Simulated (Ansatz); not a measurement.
Reaction (ligand exchange at the Al–C bond): `[AlH2][CH2]Cl` + `N[SiH2][SiH3]` → `[AlH2][NH][SiH2][SiH3]` + `CCl`

Isolated molecules relaxed with PBE0-D4/def2-TZVP in Ansatz; ΔE leaves out vibrations. CCSD(T)/CBS adds triple-zeta CCSD(T) − MP2 to the extrapolated MP2 energy (def2 sets, frozen cores). This one scheme is used for every species. DFT in def2-TZVPP. B3LYP here is the variant with VWN-RPA as its local correlation; programs differ in this. One conformer a species, not always the lowest.

`[AlH2][CH2]Cl`:

Z-matrix (Å, degrees):
```
C
Cl 1 1.792
Al 1 1.969 2 111.8
H 1 1.093 2 107.1 3 -123.2
H 1 1.093 2 107.2 3 123.2
H 3 1.589 1 117.2 2 178.6
H 3 1.580 1 120.8 2 -1.4
```

`N[SiH2][SiH3]`:

```xyz
10

N    -0.474   -1.673    0.422
Si    0.578   -0.316    0.584
Si   -0.134    1.361   -0.886
H    -1.471   -1.539    0.472
H    -0.214   -2.556    0.833
H     1.951   -0.773    0.237
H     0.663    0.275    1.957
H    -1.570    1.676   -0.645
H     0.016    0.940   -2.305
H     0.655    2.605   -0.669
```

`[AlH2][NH][SiH2][SiH3]`:

```xyz
12

Al   -1.720    1.618    1.185
N    -0.557    1.080   -0.054
Si    0.914    0.186    0.139
Si    0.857   -1.850   -1.025
H    -1.403    1.279    2.695
H    -3.003    2.402    0.688
H    -0.787    1.307   -1.013
H     1.080   -0.073    1.595
H     2.104    0.958   -0.328
H     2.155   -2.573   -0.919
H     0.579   -1.605   -2.469
H    -0.221   -2.729   -0.495
```

`CCl`:

Z-matrix (Å, degrees):
```
C
Cl 1 1.773
H 1 1.088 2 108.6
H 1 1.087 2 108.7 3 -120.0
H 1 1.088 2 108.7 3 120.0
```

| level | ΔE (kJ/mol) | difference from CCSD(T)/CBS |
| --- | --- | --- |
| r2SCAN-D4 | -121.6 | -0.7 |
| B3LYP-D4 | -121.3 | -0.4 |
| ωB97X-V | -118.2 | 2.7 |
| ωB97M-V | -117.7 | 3.2 |
| B3LYP | -118.7 | 2.2 |
| MP2/def2-TZVPP | -125.9 | -5.0 |
| CCSD/def2-TZVPP | -123.4 | -2.5 |
| CCSD(T)/def2-TZVPP | -123.9 | -3.0 |
| MP2/CBS(def2) | -122.9 | -2.0 |
| CCSD/CBS(def2) | -120.4 | 0.5 |
| CCSD(T)/CBS | -120.9 | 0 |

Largest T1 diagnostic among the species: 0.013.
